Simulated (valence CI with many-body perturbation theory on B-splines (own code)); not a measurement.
E1 transitions of La VI

Level of theory: valence CI with perturbative core correlation (CI+MBPT): six valence electrons over a frozen Dirac-Fock core [Kr] 4d10, radial functions for each j: 9 s, 9 p, 8 d, 6 f, 3 g, 1 h, with the one-electron correlation potential Σ1, the two-electron term Σ2, the three-electron term Σ3, Breit, model QED; selected CI, second order for the rest, scaled by the run's own slope (own B-spline code, finite nucleus).

Against measured spectra of neutral and singly charged lanthanides and actinides this method errs by a few hundred cm⁻¹ within a configuration and by up to about 5,000 between configurations. No measured spectrum was set against this ion. As an estimate, levels hold to about 250 cm⁻¹ or 0.2 % of their energy and the worst to 1 %, as in measured heavy ions of charge 2 to 7; those with d or f electrons hold less well. Core correlation moves these levels by up to 18000 cm⁻¹, and in measured spectra 5 to 20 % of such shifts remained as error; rates that hang on mixing are uncertain with them. Not all symmetries were solved, so the list stops early. Among the levels kept, up to 1800 cm⁻¹ of a level comes from second order outside the variational space, and about a tenth of that is noise between levels of different J, which matters for small intervals.

Lines 1 to 26 of 26 in falling wavelength, among levels below 167830 cm⁻¹, chosen from the strongest by gf and those to the six lowest levels. Wavelengths and rates use the calculated energies, so an error of 300 cm⁻¹ moves a line at 19840 Å by 6 % and its rate by three times that or more. Electric multipoles are in the length gauge, E1 and E2 with the static RPA response of the core. Weak lines are less certain than strong ones. Lines between different terms over intervals too small for the method are left out, as are lines whose strength nearly cancels. The highest levels of a list are the least certain.

Names give the largest LS component (configuration and term), which can be under half, so a name can repeat, a term be missing and a line seem to break the LS rules; names also repeat where a configuration has a term twice. Letters in brackets count levels of one name in rising energy.

| λ vac (Å) | Upper | Lower | A (s⁻¹) | log gf | Branch % |
| --- | --- | --- | --- | --- | --- |
| 19840 | 5s5p⁵ ³P°_2 | 4f5s²5p³ ³G_3 | 2.38e+03 | -3.15 | 0.0 |
| 15040 | 4f5s²5p³ ³F_2 [c] | 5s5p⁵ ³P°_2 | 1.16e+04 | -2.71 | 63.5 |
| 11500 | 5s5p⁵ ³P°_1 | 4f5s²5p³ ¹P_1 | 1.48e+04 | -3.06 | 0.0 |
| 10550 | 5s5p⁵ ³P°_2 | 4f5s²5p³ ³F_2 [a] | 1.90e+03 | -3.80 | 0.0 |
| 10450 | 4f5s²5p³ ³D_1 | 5s5p⁵ ³P°_2 | 2.76e+03 | -3.87 | 36.2 |
| 9579 | 4f5s²5p³ ³F_3 [b] | 5s5p⁵ ³P°_2 | 1.55e+02 | -4.83 | 2.5 |
| 9438 | 4f5s²5p³ ³P_2 | 5s5p⁵ ³P°_2 | 6.77e+03 | -3.34 | 60.7 |
| 8068 | 4f5s²5p³ ³P_1 | 5s5p⁵ ³P°_2 | 4.06e+04 | -2.93 | 84.2 |
| 7856 | 4f5s²5p³ ¹D_2 | 5s5p⁵ ³P°_2 | 1.39e+04 | -3.19 | 81.0 |
| 7786 | 5s5p⁵ ³P°_1 | 4f5s²5p³ ³F_2 [b] | 1.37e+05 | -2.43 | 0.0 |
| 7482 | 4f5s²5p³ ¹F_3 | 5s5p⁵ ³P°_2 | 5.13e+03 | -3.52 | 66.5 |
| 5566 | 5s5p⁵ ³P°_2 | 4f5s²5p³ ³F_3 [a] | 2.27e+05 | -2.28 | 0.0 |
| 5096 | 5s5p⁵ ³P°_1 | 4f5s²5p³ ³F_2 [a] | 3.41e+04 | -3.40 | 0.0 |
| 4742 | 5s5p⁵ ³P°_2 | 4f5s²5p³ ⁵F_1 | 7.85e+03 | -3.88 | 0.0 |
| 4652 | 5s5p⁵ ³P°_2 | 4f5s²5p³ ⁵F_2 | 8.70e+04 | -2.85 | 0.0 |
| 4329 | 5s5p⁵ ³P°_2 | 4f5s²5p³ ⁵F_3 | 8.75e+04 | -2.91 | 0.0 |
| 3202 | 5s5p⁵ ³P°_1 | 4f5s²5p³ ⁵F_1 | 4.61e+05 | -2.67 | 0.0 |
| 3161 | 5s5p⁵ ³P°_1 | 4f5s²5p³ ⁵F_2 | 1.25e+06 | -2.25 | 0.1 |
| 1036 | 5s5p⁵ ³P°_1 | 5s²5p⁴ ¹S_0 | 1.05e+07 | -2.29 | 0.9 |
| 852.4 | 5s5p⁵ ³P°_2 | 5s²5p⁴ ¹D_2 | 8.20e+07 | -1.35 | 9.4 |
| 793.7 | 5s5p⁵ ³P°_2 | 5s²5p⁴ ³P_1 | 1.94e+08 | -1.04 | 22.1 |
| 784.6 | 5s5p⁵ ³P°_1 | 5s²5p⁴ ¹D_2 | 7.20e+07 | -1.70 | 6.1 |
| 734.6 | 5s5p⁵ ³P°_1 | 5s²5p⁴ ³P_1 | 1.74e+08 | -1.37 | 14.8 |
| 696.3 | 5s5p⁵ ³P°_1 | 5s²5p⁴ ³P_0 | 2.45e+08 | -1.27 | 20.9 |
| 683.5 | 5s5p⁵ ³P°_2 | 5s²5p⁴ ³P_2 | 6.01e+08 | -0.68 | 68.5 |
| 639.2 | 5s5p⁵ ³P°_1 | 5s²5p⁴ ³P_2 | 6.70e+08 | -0.91 | 57.1 |

(1) How does gf follow from A for the line at 11500 Å?

## Answers

(1) gf = 1.4992 × (2J+1)_upper × A / σ², with σ = 8697 cm⁻¹ and 2J+1 = 3: gf = 0.000881.
